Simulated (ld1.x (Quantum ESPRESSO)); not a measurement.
## Cu (Z = 29) PAW: all-electron and pseudo phase curves

| Property | Result |
| --- | --- |
| Element | copper |
| Generator | ld1.x (Quantum ESPRESSO) 7.5 |
| Type | PAW |
| Functional | PBE |
| Relativity | scalar-relativistic |
| Frozen core | [Ar] |
| Valence charge | 11 |
| Reference configuration | 3d9 4s0 4p0 (charge +2) |
| Partial waves | 4s (bound, empty): rcut 2.05, rcutus 2.20 bohr; 4s channel at -1.3 Ry: rcut 2.05, rcutus 2.20 bohr; 4p (bound, empty): rcut 1.80, rcutus 2.20 bohr; 4p channel at -0.45 Ry: rcut 1.80, rcutus 2.20 bohr; 3d (bound): rcut 1.55, rcutus 1.75 bohr; 3d channel at -0.5 Ry: rcut 1.55, rcutus 1.75 bohr |
| Local potential | all-electron potential smoothed inside 1.35 bohr (lloc = -1) |
| Core correction | Bessel-smoothed model core inside 1.50 bohr |
| Augmentation charge | BESSEL, radius 1.75 bohr |

The phase is arctan(r·u′/u) with u = r·R(r), unwrapped; energies in Ry, scanned from -4 to 5 Ry. A pole is an energy at which the radial function vanishes at the test radius. The pseudo phase is shifted by a multiple of π to meet the all-electron one at the reference energy, and phase errors are pseudo minus all-electron; the curves can meet again beyond the range given. Levels narrower than the energy grid can be missing from the lists of poles.

For each channel, where are the poles, and over which energies does the pseudopotential scatter like the atom?

| channel | radius (bohr) | reference energy (Ry) | poles, all-electron | poles, pseudo | unbroken range about the reference energy with phases within 0.05 rad | phase error 1 Ry above the reference energy (rad) |
| --- | --- | --- | --- | --- | --- | --- |
| s | 2.40 | -1.64 | 0.16 | 0.17 | below -0.6 | -0.003 |
| p | 2.40 | -1.13 | 1.33 | 1.32 | below 3.4 | -0.000 |
| d | 2.40 | -2.18 | -2.08, 3.39 | -2.08, 3.27 | the whole range | -0.000 |

Phases in the s channel:

| E (Ry) | all-electron | pseudo |
| --- | --- | --- |
| -4.00 | 1.249 | 1.249 |
| -3.52 | 1.191 | 1.191 |
| -3.04 | 1.092 | 1.092 |
| -2.56 | 0.886 | 0.885 |
| -2.08 | 0.311 | 0.311 |
| -1.60 | -0.753 | -0.753 |
| -1.12 | -1.243 | -1.243 |
| -0.64 | -1.429 | -1.432 |
| -0.16 | -1.526 | -1.526 |
| 0.32 | -1.590 | -1.589 |
| 0.80 | -1.640 | -1.639 |
| 1.28 | -1.685 | -1.684 |
| 1.76 | -1.732 | -1.730 |
| 2.24 | -1.788 | -1.783 |
| 2.72 | -1.863 | -1.855 |
| 3.20 | -1.983 | -1.967 |
| 3.68 | -2.215 | -2.177 |
| 4.16 | -2.769 | -2.672 |
| 4.64 | -3.670 | -3.574 |
